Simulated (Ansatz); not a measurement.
Reaction (isomerisation): `CCBO` → `CB(C)O`

Computed with Ansatz on PBE0-D4/def2-TZVP structures; ΔE is electronic, products minus reactants. CBS: MP2 limit from def2 TZ/QZ plus the TZ coupled-cluster correction, frozen cores. One conformer a species, not always the lowest.

```json
{"level": "MP2/def2-QZVPP", "ΔE (kcal/mol)": "-14.7"}
{"level": "MP2/CBS(def2)", "ΔE (kcal/mol)": "-14.8"}
```

Question: What does CCSD(T)/CBS give? (Estimate.)

Answer: Ansatz gave: -14.5 kcal/mol. The listed levels differ from it by -0.2, -0.3 kcal/mol.

Largest T1 diagnostic among the species: 0.011.

At CCSD(T), def2-SVP lies +1.3 kcal/mol from the extrapolated value and def2-TZVPP +0.1 kcal/mol. Leaving LDA and LC-ωPBE aside and taking each functional with its dispersion term where it has one, the values, not all of them listed here, spread over 2.2 kcal/mol, from B97M-V to ωB97X-V. LDA lies −0.8 kcal/mol from PBE without D4. In def2-TZVPP, CCSD(T) changes the Hartree–Fock value by −0.9 kcal/mol (the triples alone add −0.1 kcal/mol) and MP2 by −1.2 kcal/mol.
